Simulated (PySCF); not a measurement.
Identify the compound

Molecular formula: C$_{4}$H$_{12}$Cl$_{2}$Si$_{2}$. Simulated spectra:

1H NMR (500 MHz, computed): δ 0.47 (s, 12H).

13C{1H} NMR (computed): δ 3.7 (CH3).

- shieldings: GIAO PBE0/pcSseg-1
- structure optimised with GFN2-xTB
- run in PySCF
- one conformer, equivalent nuclei averaged, gas phase, relativity neglected

Referencing at the same level of theory: 1H (σref 31.72) and 13C (σref 186.93) against TMS.

Q: Deduce the structure.

A: 
Rings plus π bonds: 0. 1 carbon signal for 4 carbons: some carbons are equivalent by symmetry or fast rotation. Carbon types of the structure: 4 × CH3, which accounts for all hydrogens. δC 3.7: methyl carbon bonded to Si; an electropositive neighbour leaves it electron-rich and shielded. δH 0.47: hydrogen on a methyl carbon bonded to Si; an electropositive neighbour shields it, as in TMS itself.

Structure: `[Si](C)(C)(Cl)[Si](C)(C)Cl`.

The data come from this structure; uniqueness wasn't tested.

Shifts are as computed. Against solution values, carbons near 30 ppm lie about +3 ppm off and those near 130 ppm about +5 ppm. Of 1211 compounds with measured shifts, 218 miss one by over three times the rms of a fit or turn the order of signals round; such compounds aren't used in these exercises.
